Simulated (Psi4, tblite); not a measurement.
Two rigid molecules brought together: CH4 ··· C3H9Al (SMILES C and [CH3][Al]([CH3])[CH3]), singlet. Monomers: optimised at B3LYP-D3(BJ) (def2-TZVP and def2-SVP), held rigid. Orientation: lowest of the rigid-body minima from ten starts at GFN2-xTB. The monomers approach along the line of their centres of mass (distance R); nothing else relaxes.

Geometry at R = 3.57 Å (first 5 atoms: monomer A):
```
18

C      0.0000     0.0000     0.0000
H      0.0293    -0.7910     0.7481
H     -0.2224     0.9498     0.4845
H     -0.7732    -0.2229    -0.7340
H      0.9662     0.0642    -0.4985
C      0.0712     2.3952     3.3035
Al    -0.7307     3.0865     1.6465
C     -2.6514     2.8378     1.3059
C      0.3874     4.0280     0.3311
H      0.8719     1.6666     3.0787
H     -0.6502     1.9001     3.9740
H      0.5572     3.2068     3.8758
H     -2.9905     3.2556     0.3439
H     -3.2565     3.3051     2.1046
H     -2.9184     1.7650     1.3171
H      0.3326     3.5375    -0.6581
H      0.0237     5.0602     0.1740
H      1.4509     4.0903     0.6145
```

- SAPT0/jun-cc-pVDZ, frozen core (Psi4)
- GFN2-xTB (tblite)

Interaction energies in kJ/mol (negative: bound); R is the distance of the centres of mass, d the H3···Al7 distance.

```json
[
 {"R / Å": "2.94", "d / Å": "1.85", "SAPT0/jun-cc-pVDZ": "25.78", "GFN2-xTB": "2.26"},
 {"R / Å": "3.19", "d / Å": "2.10", "SAPT0/jun-cc-pVDZ": "9.06", "GFN2-xTB": "-6.35"},
 {"R / Å": "3.37", "d / Å": "2.28", "SAPT0/jun-cc-pVDZ": "3.62", "GFN2-xTB": "-8.74"},
 {"R / Å": "3.57", "d / Å": "2.48", "SAPT0/jun-cc-pVDZ": "0.64", "GFN2-xTB": "-9.42"},
 {"R / Å": "3.79", "d / Å": "2.70", "SAPT0/jun-cc-pVDZ": "-0.78", "GFN2-xTB": "-8.86"},
 {"R / Å": "4.00", "d / Å": "2.91", "SAPT0/jun-cc-pVDZ": "-1.24", "GFN2-xTB": "-7.73"},
 {"R / Å": "4.28", "d / Å": "3.19", "SAPT0/jun-cc-pVDZ": "-1.28", "GFN2-xTB": "-5.99"},
 {"R / Å": "4.57", "d / Å": "3.48", "SAPT0/jun-cc-pVDZ": "-1.09", "GFN2-xTB": "-4.39"},
 {"R / Å": "5.10", "d / Å": "4.01", "SAPT0/jun-cc-pVDZ": "-0.67", "GFN2-xTB": "-2.35"},
 {"R / Å": "5.75", "d / Å": "4.66", "SAPT0/jun-cc-pVDZ": "-0.35", "GFN2-xTB": "-1.12"},
 {"R / Å": "6.76", "d / Å": "5.67", "SAPT0/jun-cc-pVDZ": "-0.13", "GFN2-xTB": "-0.42"},
 {"R / Å": "8.09", "d / Å": "7.00", "SAPT0/jun-cc-pVDZ": "-0.04", "GFN2-xTB": "-0.15"}
]
```

Lowest grid point: SAPT0/jun-cc-pVDZ -1.28 kJ/mol at R = 4.28 Å; GFN2-xTB -9.42 kJ/mol at R = 3.57 Å.
